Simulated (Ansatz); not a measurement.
Computed with Ansatz on PBE0-D4/def2-TZVP structures; ΔE is electronic, products minus reactants. CCSD(T)/CBS adds triple-zeta CCSD(T) − MP2 to the extrapolated MP2 energy (def2 sets, frozen cores). Functionals use def2-TZVPP. B3LYP here is the variant with VWN-RPA as its local correlation; programs differ in this. One conformer a species, not always the lowest.

Reaction (formal exchange of groups at the Si–C bond): `BC[SiH](C)Cl` + `O=COC=S` → `C[SiH](Cl)OC=S` + `BCC=O`

```json
{"level": "PBE-D4", "ΔE (kJ/mol)": "-45.6", "difference from CCSD(T)/CBS": "13.5"}
{"level": "r2SCAN-D4", "ΔE (kJ/mol)": "-52.5", "difference from CCSD(T)/CBS": "6.6"}
{"level": "PBE0-D4", "ΔE (kJ/mol)": "-50.2", "difference from CCSD(T)/CBS": "8.9"}
{"level": "B3LYP-D4", "ΔE (kJ/mol)": "-59.3", "difference from CCSD(T)/CBS": "-0.2"}
{"level": "ωB97X-V", "ΔE (kJ/mol)": "-55.1", "difference from CCSD(T)/CBS": "4.0"}
{"level": "ωB97M-V", "ΔE (kJ/mol)": "-55.2", "difference from CCSD(T)/CBS": "3.9"}
{"level": "B2PLYP", "ΔE (kJ/mol)": "-59.6", "difference from CCSD(T)/CBS": "-0.5"}
{"level": "PBE", "ΔE (kJ/mol)": "-46.8", "difference from CCSD(T)/CBS": "12.3"}
{"level": "r2SCAN", "ΔE (kJ/mol)": "-52.7", "difference from CCSD(T)/CBS": "6.4"}
{"level": "PBE0", "ΔE (kJ/mol)": "-51.2", "difference from CCSD(T)/CBS": "7.9"}
{"level": "B3LYP", "ΔE (kJ/mol)": "-61.2", "difference from CCSD(T)/CBS": "-2.1"}
{"level": "HF/def2-TZVPP", "ΔE (kJ/mol)": "-74.7", "difference from CCSD(T)/CBS": "-15.6"}
{"level": "MP2/def2-TZVPP", "ΔE (kJ/mol)": "-55.0", "difference from CCSD(T)/CBS": "4.1"}
{"level": "SCS-MP2/def2-TZVPP", "ΔE (kJ/mol)": "-58.6", "difference from CCSD(T)/CBS": "0.5"}
{"level": "CCSD/def2-TZVPP", "ΔE (kJ/mol)": "-59.1", "difference from CCSD(T)/CBS": "0.0"}
{"level": "CCSD(T)/def2-TZVPP", "ΔE (kJ/mol)": "-54.6", "difference from CCSD(T)/CBS": "4.5"}
{"level": "HF/def2-QZVPP", "ΔE (kJ/mol)": "-76.8", "difference from CCSD(T)/CBS": "-17.7"}
{"level": "MP2/def2-QZVPP", "ΔE (kJ/mol)": "-58.3", "difference from CCSD(T)/CBS": "0.8"}
{"level": "SCS-MP2/def2-QZVPP", "ΔE (kJ/mol)": "-61.9", "difference from CCSD(T)/CBS": "-2.8"}
{"level": "HF/CBS(def2)", "ΔE (kJ/mol)": "-77.1", "difference from CCSD(T)/CBS": "-18.0"}
{"level": "MP2/CBS(def2)", "ΔE (kJ/mol)": "-59.5", "difference from CCSD(T)/CBS": "-0.4"}
{"level": "CCSD/CBS(def2)", "ΔE (kJ/mol)": "-63.6", "difference from CCSD(T)/CBS": "-4.5"}
{"level": "CCSD(T)/CBS", "ΔE (kJ/mol)": "-59.1", "difference from CCSD(T)/CBS": "0"}
```

Largest T1 diagnostic among the species: 0.018.

In def2-TZVPP, CCSD(T) changes the Hartree–Fock value by +20.1 kJ/mol (the triples alone add +4.5 kJ/mol) and MP2 by +19.8 kJ/mol. From PBE to PBE0 (25 % exact exchange), in def2-TZVPP and without D4, ΔE moves by −4.4 kJ/mol.
